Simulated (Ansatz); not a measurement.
`O[Si](O)(O)N[Si](O)(O)O` + H–F → `O[Si](O)(O)F` + `N[Si](O)(O)O`  (ligand exchange at the Si–N bond)

Calculated with Ansatz (gas phase, PBE0-D4/def2-TZVP geometries, no zero-point term in ΔE). CCSD(T)/CBS adds triple-zeta CCSD(T) − MP2 to the extrapolated MP2 energy (def2 sets, frozen cores). This one scheme is used for every species. DFT in def2-TZVPP. Each species was taken in one conformer, which may not be the lowest.

```json
{"level": "B2PLYP", "ΔE (kcal/mol)": "-18.1"}
{"level": "PBE0", "ΔE (kcal/mol)": "-17.0"}
{"level": "r2SCANh", "ΔE (kcal/mol)": "-17.6"}
{"level": "RPA@PBE/def2-TZVPP", "ΔE (kcal/mol)": "-15.3"}
{"level": "CCSD/def2-SVP", "ΔE (kcal/mol)": "-13.6"}
{"level": "MP2/def2-TZVPP", "ΔE (kcal/mol)": "-14.9"}
{"level": "HF/CBS(def2)", "ΔE (kcal/mol)": "-23.1"}
{"level": "CCSD/CBS(def2)", "ΔE (kcal/mol)": "-16.6"}
```

(1) What does CCSD(T)/CBS give? (Estimate.)

(2) What do rigid-rotor, harmonic-oscillator terms from PBE0-D4/def2-TZVP frequencies (298.15 K, 1 bar) make of the CCSD(T)/CBS value? (Estimate.)

Largest T1 diagnostic among the species: 0.011.

Answers

(1) Ansatz gave: -15.4 kcal/mol. The listed levels differ from it by -2.7, -1.6, -2.2, 0.1, 1.8, 0.5, -7.7, -1.2 kcal/mol.

(2) Ansatz gave: ΔZPE = +0.6 kcal/mol, ΔH = -15.3 kcal/mol, ΔS = 32 J/(mol·K), ΔG = -17.6 kcal/mol. Modes under 50 cm⁻¹ make the entropy rough.

The D4 term adds +4.4 kcal/mol with B3LYP and +2.6 kcal/mol with PBE0; it sums over pairs of atoms, weighted by their polarisabilities, and B3LYP, whose exchange is more repulsive, gets the larger term. In def2-TZVPP, CCSD(T) changes the Hartree–Fock value by +7.3 kcal/mol (the triples alone add +1.2 kcal/mol) and MP2 by +7.7 kcal/mol. Leaving LDA and LC-ωPBE aside and taking each functional with its dispersion term where it has one, the values, not all of them listed here, spread over 5.3 kcal/mol, from B2PLYP to revPBE-D4. LDA lies +3.6 kcal/mol from PBE without D4.

B3LYP here is the variant with VWN-RPA as its local correlation; programs differ in this.
